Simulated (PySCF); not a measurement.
Input for PySCF: R-M06-2X/6-31G* on CH5B (SMILES BC), a point of a torsion scan.

```python
from pyscf import gto, scf, dft, mp
from pyscf.data.elements import chemcore

mol = gto.M(
    atom='''
    B     0.89726856    0.06458346    0.00918863
    C    -0.66189103   -0.07423822   -0.00062900
    H     1.59507705   -0.87288929   -0.03924282
    H     1.37419559    1.13201138    0.06636062
    H    -1.03349894   -1.09385436   -0.05509152
    H    -1.08494268    0.48080921   -0.83844782
    H    -1.08781496    0.38959739    0.88953586
    ''',
    basis='6-31g*',
    cart=True,
    charge=0, spin=0, verbose=3, max_memory=1800)
mf = dft.RKS(mol, xc='m062x')
mf.conv_tol = 1e-8
mf.max_cycle = 100
mf.kernel()
if not mf.converged:
    mf = mf.newton().run(mf.mo_coeff, mf.mo_occ)
```

Output:

```
converged SCF energy = -65.8944629033408
```

The run converged.

Cost: roughly 4 core-seconds.
